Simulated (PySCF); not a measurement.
Job file and geometry (Å, from GFN2-xTB) of an NMR shielding run on SMILES BC1=CC[N+](C)(C)[BH2-]1, C5H13B2N, PySCF 2.14.0, density-fitted response routines, GIAO PBE0/pcSseg-1 NMR shielding, non-relativistic, gas phase; density fitting, a coarse starting grid and PySCF grid level 2 are the driver's defaults:

```
$ OMP_NUM_THREADS=1 python probes_run.py task.json out

{"job": {"kind": "nmr", "xc": "PBE0", "basis": "pcSseg-1"}, "charge": 0, "multiplicity": 1}
B      3.049051     0.107277     0.649968
C      1.646409     0.308032     0.113822
C      0.969405     1.337023    -0.384682
C     -0.447743     1.020541    -0.779589
N     -0.791681    -0.177201     0.007764
C     -1.217149     0.237107     1.342582
C     -1.847229    -0.963699    -0.616223
B      0.644088    -0.987489     0.118083
H      3.879324    -0.371549    -0.024814
H      3.292025     0.340782     1.774537
H      1.349825     2.332717    -0.563338
H     -0.495528     0.764102    -1.844150
H     -1.154991     1.837464    -0.591684
H     -2.133739     0.832466     1.292673
H     -0.424666     0.828862     1.795632
H     -1.393247    -0.640337     1.960907
H     -2.045577    -1.847167    -0.011770
H     -1.525108    -1.290343    -1.602750
H     -2.767899    -0.380434    -0.711686
H      0.772491    -1.625888    -0.877736
H      0.633018    -1.645322     1.106688
```

**Question.** Write the output of this run.

**Answer.** 
```
coarse grid: 16728 points
cycle   1  E = -302.2231757227  dE =  9.345e-01  |g| = 5.067e-01  |ddm| = 3.862e+00
cycle   2  E = -302.1854578751  dE =  3.772e-02  |g| = 6.545e-01  |ddm| = 1.325e+00
cycle   3  E = -302.2976610851  dE = -1.122e-01  |g| = 9.522e-02  |ddm| = 8.092e-01
cycle   4  E = -302.2993578341  dE = -1.697e-03  |g| = 4.773e-02  |ddm| = 1.025e-01
cycle   5  E = -302.2998856958  dE = -5.279e-04  |g| = 1.192e-02  |ddm| = 5.081e-02
cycle   6  E = -302.2999238964  dE = -3.820e-05  |g| = 2.834e-03  |ddm| = 1.446e-02
cycle   7  E = -302.2999257591  dE = -1.863e-06  |g| = 8.277e-04  |ddm| = 3.339e-03
final grid: 159288 points
cycle   8  E = -302.3455484776  dE = -6.826e-05  |g| = 9.822e-03  |ddm| = 4.667e-02
cycle   9  E = -302.3455391915  dE =  9.286e-06  |g| = 1.153e-02  |ddm| = 2.341e-02
cycle  10  E = -302.3455750769  dE = -3.589e-05  |g| = 1.351e-03  |ddm| = 1.300e-02
cycle  11  E = -302.3455754638  dE = -3.869e-07  |g| = 3.166e-04  |ddm| = 1.232e-03
cycle  12  E = -302.3455754817  dE = -1.793e-08  |g| = 8.457e-05  |ddm| = 2.539e-04
cycle  13  E = -302.3455754833  dE = -1.565e-09  |g| = 2.979e-05  |ddm| = 9.580e-05
cycle  14  E = -302.3455754835  dE = -2.126e-10  |g| = 8.636e-06  |ddm| = 3.415e-05
converged SCF energy = -302.3455754835

GIAO shielding tensors (ppm)
atom      isotropic    diamagn.    paramagn.     s11        s22        s33       span
  0 B       20.860     193.299    -172.439    -57.787    -12.493    132.861    190.648
  1 C       -8.103     262.002    -270.105    -84.899    -45.483    106.073    190.972
  2 C       74.416     253.932    -179.516     -4.120     90.242    137.125    141.245
  3 C      113.553     251.791    -138.238     79.274    104.672    156.713     77.439
  4 N      200.954     321.662    -120.709    177.589    198.398    226.875     49.286
  5 C      136.336     248.555    -112.219     97.432    125.041    186.533     89.101
  6 C      136.624     246.009    -109.386    106.904    119.794    183.174     76.271
  7 B      107.238     189.815     -82.577     86.009     97.998    137.707     51.698
  8 H       23.794      29.536      -5.742     16.714     26.613     28.056     11.342
  9 H       23.629      29.765      -6.135     15.900     26.994     27.994     12.095
 10 H       26.759      32.280      -5.521     24.423     26.620     29.235      4.812
 11 H       27.794      32.211      -4.418     23.925     27.072     32.385      8.460
 12 H       28.577      32.481      -3.904     25.169     26.869     33.694      8.525
 13 H       29.828      30.809      -0.981     26.047     27.209     36.227     10.180
 14 H       28.063      31.264      -3.202     23.455     27.537     33.196      9.741
 15 H       29.247      30.899      -1.652     25.303     27.004     35.433     10.129
 16 H       28.862      29.555      -0.694     24.995     26.189     35.401     10.406
 17 H       28.728      30.007      -1.279     24.738     26.761     34.686      9.948
 18 H       29.305      29.443      -0.137     25.512     26.580     35.825     10.313
 19 H       28.761      32.303      -3.542     25.378     27.879     33.026      7.648
 20 H       29.158      33.044      -3.886     25.740     28.039     33.694      7.954
```

Size and cost of the density-fitted run: 201 basis functions, 95 s wall time on 1 thread of an Intel Xeon, shared host; peak memory 0.89 GiB.
